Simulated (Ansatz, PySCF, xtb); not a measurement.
Gas-phase reaction in SMILES: COB(O)O + 4 [H][H] (H2) -> B (BH3) + C (CH4) + 3 O (H2O)
Each molecule is optimised on its own at B3LYP-D3(BJ)/def2-TZVP (Ansatz, an electronic-structure program), one conformer each, not searched for the lowest.

Quantity: energy of full hydrogenation (0 K, with B3LYP-D3(BJ) harmonic zero-point energies from PySCF), in kJ/mol. Valence correlation only, unless marked. Spin-orbit coupling is left out. Non-relativistic. CBS(X,Y): correlation extrapolated as X^-3; Hartree-Fock from the larger set.

| level | program | energy of full hydrogenation (kJ/mol) |
|---|---|---|
| GFN2-xTB | xtb | 167.6 |
| HF/aug-cc-pVDZ | Ansatz | 197.0 |
| HF/cc-pVDZ | Ansatz | 253.8 |
| PBE/def2-TZVPD | Ansatz | 268.8 |
| CAM-B3LYP-D3(BJ)/def2-TZVPD | Ansatz + dftd3 | 281.8 |
| wB97X/def2-TZVPD | Ansatz | 257.2 |
| B2PLYP-D3(BJ)/def2-TZVPD | Ansatz + dftd3 | 281.8 |

### Question
What does CCSD(T)/CBS(cc-pVTZ,cc-pVQZ) (Ansatz) give?

### Answer
276.2 kJ/mol
